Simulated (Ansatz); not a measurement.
Geometry optimisation, RKS PBE0-D4/def2-SVP in Ansatz 0.2.0.

Input:

```yaml
crystal:
  periodic: [false, false, false]
  atoms:
    - { symbol: Sn, position_ang: [-1.134816, -0.916254, -0.791423] }
    - { symbol: "N", position_ang: [1.63362, 0.268045, 0.776954] }
    - { symbol: H, position_ang: [0.296596, -1.346708, -1.619576] }
    - { symbol: H, position_ang: [-1.255153, -1.553907, 0.784359] }
    - { symbol: H, position_ang: [-2.486961, -1.416059, -1.730482] }
    - { symbol: H, position_ang: [1.269508, 1.103889, 0.315938] }
    - { symbol: Se, position_ang: [-1.312244, 1.658488, -0.648208] }
    - { symbol: H, position_ang: [2.53919, 0.074862, 0.348584] }
    - { symbol: H, position_ang: [1.825478, 0.524364, 1.744982] }
    - { symbol: H, position_ang: [-1.375217, 1.603279, 0.818971] }
basis:
  gaussian: { orbitals: def2-SVP }
hamiltonian:
  xc: pbe0
  dispersion: d4
relax:
  f_tol: 0.03
  max_steps: 50
```

Command:

```bash
$ ansatz run input.yaml --threads 2 --pin off --max-ram 3072MiB --backend cpu --events-out ev --progress --plain --runs-dir out
```

Where does it end, and by what steps?

The run converged. After 27 steps the energy has fallen by 0.069 eV; H10 moved furthest, 0.78 Å.

| step | energy less start (eV) | largest force component (eV/Å) | accepted |
| --- | --- | --- | --- |
| 0 | 0.0000 | 0.185 | yes |
| 1 | -0.0160 | 0.343 | yes |
| 2 | -0.0216 | 0.473 | yes |
| 3 | -0.0281 | 0.310 | yes |
| 4 | -0.0243 | 0.414 | no |
| 5 | -0.0349 | 0.060 | yes |
| 6 | -0.0351 | 0.064 | yes |
| 7 | -0.0387 | 0.119 | yes |
| 8 | -0.0427 | 0.066 | yes |
| 9 | 0.0109 | 1.047 | no |
| 10 | -0.0452 | 0.128 | yes |
| 11 | -0.0444 | 0.350 | no |
| 12 | -0.0480 | 0.085 | yes |
| 13 | -0.0491 | 0.092 | yes |
| 14 | -0.0534 | 0.088 | yes |
| 15 | -0.0532 | 0.337 | no |
| 16 | -0.0555 | 0.072 | yes |
| 17 | -0.0574 | 0.143 | yes |
| 18 | -0.0558 | 0.278 | no |
| 19 | -0.0595 | 0.087 | yes |
| 20 | -0.0614 | 0.054 | yes |
| 21 | -0.0624 | 0.115 | yes |
| 22 | -0.0618 | 0.329 | no |
| 23 | -0.0651 | 0.061 | yes |
| 24 | -0.0665 | 0.064 | yes |
| 25 | -0.0668 | 0.136 | yes |
| 26 | -0.0675 | 0.110 | yes |
| 27 | -0.0687 | 0.012 | yes |

```xyz
10
Properties=species:S:1:pos:R:3
Sn -1.036 -0.850 -0.733
N 1.384 0.341 0.707
H 0.325 -0.902 -1.771
H -0.818 -1.732 0.716
H -2.368 -1.545 -1.586
H 1.828 1.120 0.220
Se -1.933 1.504 -0.345
H 2.046 -0.433 0.665
H 1.323 0.610 1.688
H -0.752 1.887 0.439
```

Time of the run: 68 s on 2 threads of AMD EPYC 9R14 (Zen 4) (shared host), peak memory 0.28 GiB.
